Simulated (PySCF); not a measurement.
MgBr2, SMILES [Br][Mg][Br].

Coordinates come from a B3LYP-D3(BJ)/def2-TZVP optimisation.

Level of theory: C-PCM-M06-2X/def2-SVP (PySCF).

The values are the electrostatic part of the solvation free energy, E(continuum) − E(gas) at the gas-phase geometry, in a cavity of scaled van der Waals radii (PySCF's table); cavitation and dispersion terms are not included. A continuum can't describe solvent molecules that bind to the metal. In vacuum the orbital gap is 8.21 eV. The dipole moment in vacuum is 0.00 D.

Computed values in water (ε = 78.36), tetrahydrofuran (ε = 7.43), methanol (ε = 32.61):
```json
[
 {"solvent": "water", "ε": "78.36", "ΔG(elec) (kcal/mol)": "-14.5", "dipole (D)": "0.00", "gap (eV)": "8.89"},
 {"solvent": "tetrahydrofuran", "ε": "7.43", "ΔG(elec) (kcal/mol)": "-12.3", "dipole (D)": "0.00", "gap (eV)": "8.79"},
 {"solvent": "methanol", "ε": "32.61", "ΔG(elec) (kcal/mol)": "-14.2", "dipole (D)": "0.00", "gap (eV)": "8.87"}
]
```
